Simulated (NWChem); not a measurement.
System: tin monoxide (SnO, singlet); SMILES [O]=[Sn]

Parts of the log:

```
             Northwest Computational Chemistry Package (NWChem) 7.3.0
             --------------------------------------------------------

                             Geometry "geometry" -> ""
                             -------------------------

 Output coordinates in angstroms (scale by  1.889725989 to convert to a.u.)

  No.       Tag          Charge          X              Y              Z
 ---- ---------------- ---------- -------------- -------------- --------------
    1 Sn                  50.0000     0.00000000     0.00000000     0.25581000
    2 O                    8.0000     0.00000000     0.00000000    -1.56194600

 Effective nuclear repulsion energy (a.u.)     116.4462664955

 Summary of "ao basis" -> "ao basis" (spherical)
 ------------------------------------------------------------------------------
       Tag                 Description            Shells   Functions and Types
 ---------------- ------------------------------  ------  ---------------------
 Sn                         def2-svp                10       26   4s4p2d
 O                          def2-svp                 6       14   3s2p1d

            General Information
            -------------------
          SCF calculation type: DFT
          Wavefunction type:  closed shell.
          No. of atoms     :     2
          No. of electrons :    30
           Alpha electrons :    15
            Beta electrons :    15
          Charge           :     0
          Spin multiplicity:     1
          Use of symmetry is: off; symmetry adaption is: off
          Maximum number of iterations: 150
          AO basis - number of functions:    40
                     number of shells:    16
          Convergence on energy requested:  1.00D-06
          Convergence on density requested:  1.00D-05
          Convergence on gradient requested:  5.00D-04

              XC Information
              --------------
          PerdewBurkeErnzerhof Exchange Functional  1.000
            Perdew 1991 LDA Correlation Functional  1.000 local
           PerdewBurkeErnz. Correlation Functional  1.000 non-local

             Grid Information
             ----------------
          Grid used for XC integration:  medium
          Radial quadrature: Mura-Knowles
          Angular quadrature: Lebedev.
          Tag              B.-S. Rad. Rad. Pts. Rad. Cut. Ang. Pts.
          ---              ---------- --------- --------- ---------
          Sn                  1.45      123           6.0       590
          O                   0.60       49           7.0       434
          Grid pruning is: on
          Number of quadrature shells:   172
          Spatial weights used:  Erf1

      Superposition of Atomic Density Guess
      -------------------------------------

 Sum of atomic energies:        -323.78689688

      Non-variational initial energy
      ------------------------------

 Total energy =    -287.855551
 1-e energy   =    -581.164768
 2-e energy   =     242.072859
 HOMO         =      -0.338044
 LUMO         =      -0.042752

   convergence    iter        energy       DeltaE   RMS-Dens  Diis-err
 ---------------- ----- ----------------- --------- --------- ---------
 d= 0,ls=0.0,diis     1   -289.1062665936 -3.40D+02  1.18D-01  1.57D+00
 d= 0,ls=0.0,diis     2   -283.0659258140  6.04D+00  1.02D-01  2.12D+01
 d= 0,ls=0.0,diis     3   -289.3718423252 -6.31D+00  6.38D-03  2.18D-02
 d= 0,ls=0.0,diis     4   -289.3717537874  8.85D-05  1.75D-03  2.10D-02
 d= 0,ls=0.0,diis     5   -289.3731669703 -1.41D-03  9.14D-05  1.59D-02
  Resetting Diis
 d= 0,ls=0.0,diis     6   -289.3730413081  1.26D-04  7.65D-04  1.69D-02
 d= 0,ls=0.0,diis     7   -289.3742818765 -1.24D-03  6.92D-03  7.07D-03
 d= 0,ls=0.0,diis     8   -289.3472020565  2.71D-02  5.81D-03  2.32D-01
 d= 0,ls=0.0,diis     9   -289.3751412887 -2.79D-02  2.40D-04  8.55D-05
 d= 0,ls=0.0,diis    10   -289.3751530608 -1.18D-05  2.36D-05  7.45D-06
 d= 0,ls=0.0,diis    11   -289.3751537024 -6.42D-07  1.66D-05  1.59D-06
 d= 0,ls=0.0,diis    12   -289.3751539050 -2.03D-07  9.28D-07  1.51D-09

         Total DFT energy =     -289.375153904954
      One electron energy =     -582.426406568950
           Coulomb energy =      268.339181217621
    Exchange-Corr. energy =      -26.524285811665
 Nuclear repulsion energy =       51.236357258041

 Numeric. integr. density =       29.999998837370

                       DFT Final Molecular Orbital Analysis
                       ------------------------------------

 Vector   13  Occ=2.000000D+00  E=-2.420147D-01
              MO Center=  3.8D-08, -3.2D-08, -1.2D+00, r^2= 1.5D+00
   Bfn.  Coefficient  Atom+Function         Bfn.  Coefficient  Atom+Function
  ----- ------------  ---------------      ----- ------------  ---------------
    30      0.410954  2 O  px                31     -0.374645  2 O  py
    33      0.290967  2 O  px                34     -0.265259  2 O  py
    11      0.198538  1 Sn px                12     -0.180997  1 Sn py
    14      0.144830  1 Sn px                15     -0.132034  1 Sn py
    20     -0.069609  1 Sn d  1               8     -0.065369  1 Sn px

 Vector   14  Occ=2.000000D+00  E=-2.420147D-01
              MO Center=  1.2D-08,  1.3D-08, -1.2D+00, r^2= 1.5D+00
   Bfn.  Coefficient  Atom+Function         Bfn.  Coefficient  Atom+Function
  ----- ------------  ---------------      ----- ------------  ---------------
    31      0.410954  2 O  py                30      0.374645  2 O  px
    34      0.290967  2 O  py                33      0.265259  2 O  px
    12      0.198538  1 Sn py                11      0.180997  1 Sn px
    15      0.144830  1 Sn py                14      0.132034  1 Sn px
    18      0.069609  1 Sn d -1               9     -0.065369  1 Sn py

[...]
```

Level: PBE/def2-SVP with def2 effective core potentials on Sn, vertical spin-unrestricted ions. Low-valent species are run as closed-shell singlets; no triplet was tried in these runs. All runs use the structure optimised with PBE0-D3(BJ)/def2-TZVP. def2 effective core potentials on Sn; no spin-orbit coupling.

Q: Write an input that gives this output.

A: Several could match; the one computed here: the input that was run:
```
start job
memory heap 200 mb stack 900 mb global 1100 mb
geometry units angstroms noautosym nocenter noautoz
  Sn     0.000000     0.000000     0.255810
  O      0.000000     0.000000    -1.561946
end
basis spherical
  Sn library def2-svp
  O library def2-svp
end
ecp
  Sn library def2-ecp
end
dft
  xc xpbe96 cpbe96
  iterations 150
  vectors input atomic output neutral.movecs
end
task dft energy
charge 1
dft
  odft
  mult 2
  vectors input atomic output cation.movecs
end
task dft energy
```
